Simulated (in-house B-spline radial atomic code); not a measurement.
Results of a calculation; reference values are marked as such.
# Softness against transferability: the 5s channel of In

In, [Kr] 4d10 5s2 5p1, non-relativistic PBE, spherical and spin-unpolarised, from an all-electron radial atomic-structure program (B-spline basis) (atomic units). The all-electron 5s level is ε = -0.281186 hartree, its outermost node lies just inside 1.08 bohr and its outer maximum at 2.25 bohr.

Troullier-Martins pseudo-orbitals are made for several radii. The cutoffs (hartree) are the plane-wave energies beyond which the orbital holds less than the named kinetic energy per electron. The phase error is the difference, pseudo minus all-electron, of arctan(R P'/P) at R = 3.45 bohr for all radii, half a hartree below and above the level.

```json
{"r_c (bohr)": "1.69", "V_l(0) (hartree)": "-3.52", "cutoff for 10 mEh": "9.5", "for 1 mEh": "21.3", "for 0.1 mEh": "46.5", "phase error at ε − 0.5 (mrad)": "-0.7", "at ε + 0.5 (mrad)": "-11.9"}
{"r_c (bohr)": "1.96", "V_l(0) (hartree)": "1.35", "cutoff for 10 mEh": "3.18", "for 1 mEh": "9.68", "for 0.1 mEh": "20", "phase error at ε − 0.5 (mrad)": "-0.4", "at ε + 0.5 (mrad)": "-4.4"}
{"r_c (bohr)": "2.25", "V_l(0) (hartree)": "2.10", "cutoff for 10 mEh": "3.18", "for 1 mEh": "9.16", "for 0.1 mEh": "13.3", "phase error at ε − 0.5 (mrad)": "-0.4", "at ε + 0.5 (mrad)": "-3.7"}
{"r_c (bohr)": "2.54", "V_l(0) (hartree)": "1.23", "cutoff for 10 mEh": "2.88", "for 1 mEh": "8.16", "for 0.1 mEh": "11.9", "phase error at ε − 0.5 (mrad)": "-0.6", "at ε + 0.5 (mrad)": "-6.6"}
{"r_c (bohr)": "2.84", "V_l(0) (hartree)": "0.52", "cutoff for 10 mEh": "2.42", "for 1 mEh": "6.48", "for 0.1 mEh": "9.5", "phase error at ε − 0.5 (mrad)": "-1.4", "at ε + 0.5 (mrad)": "-14.9"}
{"r_c (bohr)": "3.15", "V_l(0) (hartree)": "0.08", "cutoff for 10 mEh": "2", "for 1 mEh": "3.59", "for 0.1 mEh": "7.68", "phase error at ε − 0.5 (mrad)": "-3.1", "at ε + 0.5 (mrad)": "-31.1"}
```

(1) Which radius needs the lowest cutoff for 0.1 mEh while both phase errors stay within 12.0 mrad?

(2) What does the larger radius buy, and what does it cost?

Results:

(1) The radii within that limit are 1.69, 1.96, 2.25, 2.54 bohr; of these r_c = 2.54 needs the least, 11.9 hartree, that is 23.8 Ry or 324 eV.

(2) From r_c = 1.69 to 3.15 bohr the cutoff for 1 mEh goes from 21.3 to 3.59 hartree, a factor of 5.93, against 3.47 for a pure 1/r_c² scaling, end to end; step by step it is 21.3, 9.68, 9.16, 8.16, 6.48, 3.59, and for 0.1 mEh 46.5, 20, 13.3, 11.9, 9.5, 7.68; the number of plane waves goes as the cutoff to the power 3/2, here a factor of 14.5. The larger of the two phase errors is least at r_c = 2.25 bohr, 3.7 mrad; it is 11.9 at the smallest radius and 31.1 at the largest. These errors test the reference atom alone. The smallest radius lies well inside the outer maximum, where the nodeless form must bend sharply to keep the norm, so it is both harder and scatters less well than the next. Large radii also let the cores of neighbours overlap, which an atom doesn't show.
